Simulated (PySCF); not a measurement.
# Which setting was changed?

All runs: PySCF with density fitting, gas phase, non-relativistic, closed shells, each molecule at its own PBE0-D3(BJ)/def2-SVP geometry. Shieldings use GIAOs. Starting from PBE0/aug-cc-pVDZ, one thing was changed at a time: the basis to pcSseg-0, the basis to cc-pVDZ, the basis to pcSseg-1.

Changes against PBE0/aug-cc-pVDZ in 4 molecules:

| molecule | changed to | HOMO energy (eV) | mean 1H shielding (ppm) | mean 13C shielding (ppm) |
| --- | --- | --- | --- | --- |
| [BH3-][O+](C)C | pcSseg-0 | +0.05 | +1.06 | -9.0 |
| [BH3-][O+](C)C | cc-pVDZ | +0.15 | +0.06 | +0.7 |
| [BH3-][O+](C)C | pcSseg-1 | +0.02 | +0.02 | -14.3 |
| C[SiH2]O[SiH2]C | pcSseg-0 | +0.11 | +1.39 | -0.9 |
| C[SiH2]O[SiH2]C | cc-pVDZ | +0.11 | +0.04 | +1.0 |
| C[SiH2]O[SiH2]C | pcSseg-1 | -0.09 | 0.00 | -10.7 |
| C[Si@@H](P)[SiH2]CCl | pcSseg-0 | -0.16 | +1.76 | +0.5 |
| C[Si@@H](P)[SiH2]CCl | cc-pVDZ | +0.07 | +0.09 | +1.6 |
| C[Si@@H](P)[SiH2]CCl | pcSseg-1 | -0.09 | +0.02 | -10.1 |
| C1C[C@H]2CC[C@@H]1C2 | pcSseg-0 | -0.25 | +1.62 | -2.5 |
| C1C[C@H]2CC[C@@H]1C2 | cc-pVDZ | +0.03 | +0.02 | +0.9 |
| C1C[C@H]2CC[C@@H]1C2 | pcSseg-1 | -0.10 | +0.02 | -11.3 |

For `CC#CCS` the PBE0/aug-cc-pVDZ run gave HOMO energy -6.87 eV, mean 1H shielding 29.06 ppm, mean 13C shielding 151.1 ppm. The changed runs lost their labels:

```json
{"run": "A", "HOMO energy (eV)": "-6.70", "mean 1H shielding (ppm)": "29.22", "mean 13C shielding (ppm)": "151.6"}
{"run": "B", "HOMO energy (eV)": "-6.86", "mean 1H shielding (ppm)": "29.01", "mean 13C shielding (ppm)": "136.7"}
{"run": "C", "HOMO energy (eV)": "-6.94", "mean 1H shielding (ppm)": "30.71", "mean 13C shielding (ppm)": "143.9"}
```

Q: Which run belongs to which change?

A: A: cc-pVDZ; B: pcSseg-1; C: pcSseg-0.

```json
{"run": "A", "change of HOMO energy (eV), here / mean of the others": "+0.17 / +0.09", "change of mean 1H shielding (ppm), here / mean of the others": "+0.16 / +0.05", "change of mean 13C shielding (ppm), here / mean of the others": "+0.5 / +1.0", "next best match": "pcSseg-1"}
{"run": "B", "change of HOMO energy (eV), here / mean of the others": "+0.01 / -0.06", "change of mean 1H shielding (ppm), here / mean of the others": "-0.05 / +0.01", "change of mean 13C shielding (ppm), here / mean of the others": "-14.4 / -11.6", "next best match": "cc-pVDZ"}
{"run": "C", "change of HOMO energy (eV), here / mean of the others": "-0.07 / -0.06", "change of mean 1H shielding (ppm), here / mean of the others": "+1.65 / +1.46", "change of mean 13C shielding (ppm), here / mean of the others": "-7.2 / -3.0", "next best match": "pcSseg-1"}
```

Each run is given to the change whose mean effect on the other molecules lies nearest, every quantity measured in units of its scatter between molecules.

Q: Would one quantity have been enough? Give each run to the change with the nearest mean effect on that quantity alone.

A: mean 1H shielding: 3 of 3 runs rightly; mean 13C shielding: 3 of 3 runs rightly; HOMO energy: 1 of 3 runs rightly.

Only sets that this rule tells apart clearly are shown.
